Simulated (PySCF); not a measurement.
MN15 on Tc⁻ (technetium, charge -1), [Kr] 4d6 5s2, high-spin 5D determinant. Calculation: PySCF 2.14, in aug-cc-pwCVDZ-PP with ECP28MDF; scalar relativity through the core potential.

```
cycle= 1 E= -80.2980300139584  delta_E= -0.0178  |g|= 0.11  |ddm|=  1.4
cycle= 2 E= -80.3022789254262  delta_E= -0.00425  |g|= 0.116  |ddm|= 0.582
cycle= 3 E= -80.3077096892237  delta_E= -0.00543  |g|= 0.0187  |ddm|= 0.191
cycle= 4 E= -80.3082631864367  delta_E= -0.000553  |g|= 0.0049  |ddm|= 0.098
cycle= 5 E= -80.3083737830968  delta_E= -0.000111  |g|= 0.0014  |ddm|= 0.0643
cycle= 6 E= -80.308385933001  delta_E= -1.21e-05  |g|= 0.000511  |ddm|= 0.0282
cycle= 7 E= -80.3083871689267  delta_E= -1.24e-06  |g|= 0.000263  |ddm|= 0.0065
cycle= 8 E= -80.308387574556  delta_E= -4.06e-07  |g|= 6.75e-05  |ddm|= 0.0043
cycle= 9 E= -80.3083876143234  delta_E= -3.98e-08  |g|= 1.8e-05  |ddm|= 0.00146
cycle= 10 E= -80.3083876170813  delta_E= -2.76e-09  |g|= 4.46e-06  |ddm|= 0.000432
cycle= 11 E= -80.308387617222  delta_E= -1.41e-10  |g|= 1.93e-06  |ddm|= 4.79e-05
converged SCF energy = -80.308387617222  <S^2> = 6.0396533  2S+1 = 5.0158362
```

Highest occupied orbital energy: 0.038 eV; ⟨L²⟩ = 6.03; populations by l: s 4.00, p 6.00, d 6.00, f 0.00.

(1) Can this result be used?

Answers

(1) With care. The calculation finished and met its thresholds. Energies and moments cover only the electrons outside the core potential. At MN15 the highest occupied level has a positive energy, so only the finite basis holds that electron; in a semilocal or global hybrid functional this comes from self-interaction and does not mean that the real anion is unbound.
